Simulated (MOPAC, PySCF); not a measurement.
H$_{4}$GaN, SMILES `[GaH2][NH2]` (H–N–Ga–H torsion 180°), neutral singlet in the gas phase. 

Cartesian coordinates (Å):
```xyz
6

N     -0.9471    -0.0957     0.0179
Ga     0.8547     0.0864    -0.0161
H     -1.5916     0.6739    -0.0400
H     -1.4220    -0.9786     0.0967
H      1.6941    -1.2184     0.0849
H      1.4118     1.5323    -0.1434
```
Charge 0, spin multiplicity 1.

All levels are single points at this geometry (CAM-B3LYP-D3(BJ)/def2-TZVP); Pople sets use spherical d functions. Orbital energies aren't observables, and empty levels follow the basis.

```tsv
level	HOMO (eV)	LUMO (eV)	gap (eV)	dipole (D)	vertical IE, Delta-SCF (eV)
CAM-B3LYP-D3(BJ)/def2-TZVP in PySCF	-8.84	0.16	9.00	0.96	9.85
PBE-D3(BJ)/def2-TZVP in PySCF	-6.09	-1.48	4.61	1.16	–
B3LYP/3-21G in PySCF	-6.71	-0.60	6.11	1.66	–
B3LYP/6-311+G** (LANL2DZ on Ga) in PySCF	-7.15	-0.94	6.21	0.71	–
B3LYP/6-31G* in PySCF	-6.94	-0.85	6.09	1.25	9.72
B3LYP/LANL2DZ in PySCF	-6.95	-0.81	6.14	1.04	–
M06-2X/6-31G* in PySCF	-8.56	-0.07	8.49	1.14	–
SVWN5/6-31G* in PySCF	-6.05	-1.57	4.47	1.49	–
HF/3-21G in PySCF	-10.33	2.16	12.50	1.04	–
HF/6-31G* in PySCF	-10.54	1.93	12.47	0.79	8.12
HF/STO-3G in PySCF	-7.07	6.01	13.08	0.93	–
AM1 in MOPAC	-10.49	-1.21	9.29	1.82	–
PM7 in MOPAC	-9.22	1.42	10.64	0.20	–
```
